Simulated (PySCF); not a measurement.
AlClBr₂, SMILES [Al]([Br])([Br])[Cl].

Geometry optimised at r2SCAN-D4/def2-SVP. The structure was generated by enumeration; whether it is a known compound was not checked.

Computed with r2SCAN-D4/def2-SVP in PySCF.

Frequencies are harmonic and unscaled.

Computed harmonic wavenumbers and intensities:
```tsv
mode	ν (cm⁻¹)	IR (km/mol)	moving atoms (share of kinetic energy)
1	101	2.6	Br 70 %, Cl 17 %, Al 13 %
2	121	5.0	Cl 58 %, Br 37 %
3	182	26.1	Al 86 %
4	277	2.0	Br 56 %, Cl 37 %
5	523	160.9	Al 83 %, Br 17 %
6	600	148.3	Al 68 %, Cl 30 %
```
